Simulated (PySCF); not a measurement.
H5OSi2, SMILES [SiH2]O[SiH3] (connectivity only; charge and spin as stated), charge +1, multiplicity 1.

Coordinates come from a PBE-D3(BJ)/def2-TZVP optimisation. The spin state was assumed, not searched. The isomer is the one that the SMILES or the coordinates give; other isomers of the formula were not compared.

Level of theory: SMD-B3LYP/def2-SVP run with PySCF.

Solvation free energies are E(SMD) − E(gas) at the gas-phase geometry, for 1 M in both phases.

Rank water, methanol, dichloromethane by solvation free energy, most negative first.

methanol (-57.0 kcal/mol), water (-55.0 kcal/mol), dichloromethane (-52.4 kcal/mol)
